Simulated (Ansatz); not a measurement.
Reaction (hydrogenolysis of the Si–C bond): `CC(C)[Si]F` + H₂ → `F[SiH]` + `CCC`

Program: Ansatz. Geometries: PBE0-D4/def2-TZVP. ΔE: electronic, gas phase. CBS: MP2 limit from def2 TZ/QZ plus the TZ coupled-cluster correction, frozen cores. This one scheme is used for every species. DFT in def2-TZVPP. B3LYP here is the variant with VWN-RPA as its local correlation; programs differ in this. HSE06 is defined as in plane-wave codes. Each species was taken in one conformer, which may not be the lowest.

```tsv
level	ΔE (kcal/mol)	difference from CCSD(T)/CBS
LDA (SPW92)	-1.6	2.7
PBE-D4	-2.7	1.6
revPBE-D4	-1.4	2.9
BLYP-D4	-3.3	1.0
r2SCAN-D4	-3.0	1.3
B97M-V	-6.3	-2.0
PBE0-D4	-4.1	0.2
B3LYP-D4	-4.7	-0.4
r2SCANh-D4	-3.5	0.8
HSE06-D4	-4.1	0.2
BHLYP-D4	-6.3	-2.0
CAM-B3LYP-D4	-5.8	-1.5
ωB97X-V	-5.1	-0.8
ωB97M-V	-4.3	0.0
B2PLYP	-6.5	-2.2
PBE-QIDH	-5.1	-0.8
PBE	-4.8	-0.5
revPBE	-6.4	-2.1
BLYP	-7.9	-3.6
r2SCAN	-3.6	0.7
B3LYP	-8.2	-3.9
r2SCANh	-4.1	0.2
r2SCAN0	-4.8	-0.5
HSE06	-5.9	-1.6
BHLYP	-9.3	-5.0
CAM-B3LYP	-7.8	-3.5
LC-ωPBE	-6.1	-1.8
RPA@PBE/def2-TZVPP	-6.4	-2.1
HF/def2-SVP	-13.7	-9.4
MP2/def2-SVP	-5.3	-1.0
CCSD/def2-SVP	-8.5	-4.2
CCSD(T)/def2-SVP	-7.2	-2.9
HF/def2-TZVPP	-13.3	-9.0
MP2/def2-TZVPP	-3.2	1.1
SCS-MP2/def2-TZVPP	-5.6	-1.3
CCSD/def2-TZVPP	-6.9	-2.6
CCSD(T)/def2-TZVPP	-5.2	-0.9
HF/def2-QZVPP	-13.4	-9.1
MP2/CBS(def2)	-2.3	2.0
CCSD/CBS(def2)	-6.0	-1.7
CCSD(T)/CBS	-4.3	0
```

Question: What do rigid-rotor, harmonic-oscillator terms from PBE0-D4/def2-TZVP frequencies (298.15 K, 1 bar) make of the CCSD(T)/CBS value? (Best estimate.)

Answer: Computed: ΔZPE = +4.1 kcal/mol, ΔH = -1.5 kcal/mol, ΔS = 26 J/(mol·K), ΔG = -3.3 kcal/mol. Modes under 50 cm⁻¹ make the entropy rough.

Largest T1 diagnostic among the species: 0.015.

From r2SCAN to r2SCAN0 (25 % exact exchange), in def2-TZVPP and without D4, ΔE moves by −1.3 kcal/mol. In def2-TZVPP, CCSD(T) changes the Hartree–Fock value by +8.1 kcal/mol (the triples alone add +1.7 kcal/mol) and MP2 by +10.1 kcal/mol. Leaving LDA and LC-ωPBE aside and taking each functional with its dispersion term where it has one, the values spread over 5.1 kcal/mol, from B2PLYP to revPBE-D4. LDA lies +3.2 kcal/mol from PBE without D4.
